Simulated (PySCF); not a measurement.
Predicted microwave data (PBE0/pcSseg-1 in PySCF (dipole) on a GFN2-xTB geometry, gas phase) for one isomer of C5H8F2O2Si:

| Property | Result |
| --- | --- |
| Rotational constants | A = 1860, B = 951.5, C = 875.6 MHz |
| Dipole components | \|μa\| = 3.87 D, \|μb\| = 0.41 D, \|μc\| = 0.04 D |
| Inertial defect | -225.68 u·Å² |
| κ | -0.85 |

Task: Which candidate fits, each taken in the one conformer that was computed?
A. `[O:1]=[CH:2][C@@:3]1([F:4])[O:5][C@@H:6]([F:7])[CH2:8][CH2:9][SiH2:10]1` with O1–C2–C3–F4 35°, C2–C3–O5–C6 144°, C3–O5–C6–F7 -78°, O5–C6–C8–C9 -80°, C6–C8–C9–Si10 37°
B. `[O:1]=[C:2]([SiH3:3])[O:4][C@@:5]1([F:6])[CH2:7][C@@H:8]1[CH2:9][F:10]` with O1–C2–O4–C5 5°, C2–O4–C5–F6 81°, C7–C8–C9–F10 85°
C. `[O:1]=[CH:2][C@H:3]1[CH2:4][O:5][CH2:6][SiH2:7][C:8]1([F:9])[F:10]` with O1–C2–C3–C4 -79°, C2–C3–C4–O5 41°, C3–C4–O5–C6 74°, C4–O5–C6–Si7 -54°, O5–C6–Si7–C8 35°

Result: A. It is O=C[C@@]1(F)O[C@@H](F)CC[SiH2]1, an asymmetric top, point group C1. The candidates at the same level (rigid rotor, commonest isotopes):

```json
{"SMILES": "O=C([SiH3])O[C@@]1(F)C[C@@H]1CF", "A (MHz)": "2437", "B (MHz)": "552.2", "C (MHz)": "517.1", "μa (D)": "2.24", "μb (D)": "1.11", "μc (D)": "1.32", "Δ (u·Å²)": "-145.34", "point group": "C1", "rotor": "near-prolate asymmetric top"}
{"SMILES": "O=C[C@@]1(F)O[C@@H](F)CC[SiH2]1", "A (MHz)": "1860", "B (MHz)": "951.5", "C (MHz)": "875.6", "μa (D)": "3.87", "μb (D)": "0.41", "μc (D)": "0.04", "Δ (u·Å²)": "-225.68", "point group": "C1", "rotor": "asymmetric top"}
{"SMILES": "O=C[C@H]1COC[SiH2]C1(F)F", "A (MHz)": "1490", "B (MHz)": "1172", "C (MHz)": "1083", "μa (D)": "1.20", "μb (D)": "0.78", "μc (D)": "1.69", "Δ (u·Å²)": "-303.46", "point group": "C1", "rotor": "asymmetric top"}
```

`O=C([SiH3])O[C@@]1(F)C[C@@H]1CF` has B 42 % too low; `O=C[C@H]1COC[SiH2]C1(F)F` has C 24 % too high. No structure here is proved a minimum.
